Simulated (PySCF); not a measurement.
Compound: C5H5N2S (doublet state).
SMILES with atom numbers: `[CH:1]#[C:2][C:3]1[N:4]=[C:5]([CH3:6])[S:7][NH:8]1` (hydrogens: H9 on C1; H10, H11, H12 on C6; H13 on N8)

Theory: UKS B3LYP, pcH-1 on C H N S, non-relativistic, mean-field spin-orbit, GIAO in PySCF. Geometry: GFN2-xTB; no solvent, vibrations or thermal averaging. Couplings are sensitive to structure, and on GFN2-xTB geometries they can be far from those on DFT ones. Stability of the SCF solution: not tested.

(1) Match the computed a_iso(13C) values +38.8, -37.7, +34.0, +21.9, -13.3 MHz with the sites C1; C2; C3; C5; C6.

(2) Match the computed a_iso(14N) values +21.5, -9.0 MHz with the sites N4; N8.

(3) The isotropic 1H couplings, averaged over equivalent nuclei, are +24.2, -21.5, +5.6 MHz. Assign them to H9; H10/H11/H12; H13.

Results:

(1) 
```json
{"site": "C1", "a_iso (MHz)": "+21.9", "ρ(0) (bohr⁻³)": "+0.0196", "position": "a main spin site", "distance from C3 (Å)": "2.59", "spin population": "+0.27", "largest |T| (MHz)": "38.5"}
{"site": "C2", "a_iso (MHz)": "-37.7", "ρ(0) (bohr⁻³)": "-0.0335", "position": "1 bond from C1", "distance from C3 (Å)": "1.39", "spin population": "-0.12", "largest |T| (MHz)": "11.2"}
{"site": "C3", "a_iso (MHz)": "+34.0", "ρ(0) (bohr⁻³)": "+0.0303", "position": "largest spin population", "distance from C3 (Å)": "0.00", "spin population": "+0.36", "largest |T| (MHz)": "69.7"}
{"site": "C5", "a_iso (MHz)": "+38.8", "ρ(0) (bohr⁻³)": "+0.0343", "position": "a main spin site", "distance from C3 (Å)": "2.19", "spin population": "+0.30", "largest |T| (MHz)": "61.1"}
{"site": "C6", "a_iso (MHz)": "-13.3", "ρ(0) (bohr⁻³)": "-0.0118", "position": "1 bond from C5", "distance from C3 (Å)": "3.61", "spin population": "-0.03", "largest |T| (MHz)": "0.8"}
```

(2) 
```json
{"site": "N4", "a_iso (MHz)": "-9.0", "ρ(0) (bohr⁻³)": "-0.0278", "position": "1 bond from C5", "distance from C3 (Å)": "1.32", "spin population": "-0.13", "largest |T| (MHz)": "8.8"}
{"site": "N8", "a_iso (MHz)": "+21.5", "ρ(0) (bohr⁻³)": "+0.0662", "position": "1 bond from C3", "distance from C3 (Å)": "1.41", "spin population": "+0.17", "largest |T| (MHz)": "22.8"}
```

(3) 
```json
{"site": "H9", "a_iso (MHz)": "-21.5", "ρ(0) (bohr⁻³)": "-0.0048", "position": "1 bond from C1", "distance from C3 (Å)": "3.64", "bound to": "C1", "spin population there": "+0.27", "largest |T| (MHz)": "10.7"}
{"site": "H10/H11/H12", "a_iso (MHz)": "+24.2", "ρ(0) (bohr⁻³)": "+0.0054", "position": "2 bonds from C5", "distance from C3 (Å)": "4.11", "bound to": "C6", "spin population there": "-0.03", "largest |T| (MHz)": "3.9"}
{"site": "H13", "a_iso (MHz)": "+5.6", "ρ(0) (bohr⁻³)": "+0.0012", "position": "2 bonds from C3, on N8 of spin population +0.17", "distance from C3 (Å)": "2.11", "bound to": "N8", "spin population there": "+0.17", "largest |T| (MHz)": "17.6"}
```

ρ(0) is the spin density at the nucleus and T the dipolar tensor; a_iso includes a spin–orbit part; entries for several nuclei are means. The largest Mulliken spin populations are on C3 (+0.36), C5 (+0.30), C1 (+0.27) and N8 (+0.17). Main spin sites, with 60 % or more of the largest population: C1, C3, C5; positions count bonds from the nearest.

Examples of negative spin density at the nucleus (bohr⁻³): C2 (-0.0335), N4 (-0.0278) and C6 (-0.0118).

Class means assume fast exchange of nuclei equivalent by connectivity; if that motion is slow, each nucleus keeps its own coupling. The three 1H nuclei of mean +24.2 MHz run from 2.4 to 41.2 MHz in the frozen geometry.

The SMILES `C#C[C]1N=C(C)SN1` draws the unpaired electron on C3, whose computed spin population is only +0.36.

Hardware: one thread, Arm Neoverse V2 (aarch64), shared host with 96 logical CPUs at a one-minute load of 33. Cost: 60 s (grids of density and orbitals included), 0.93 GiB resident at most.
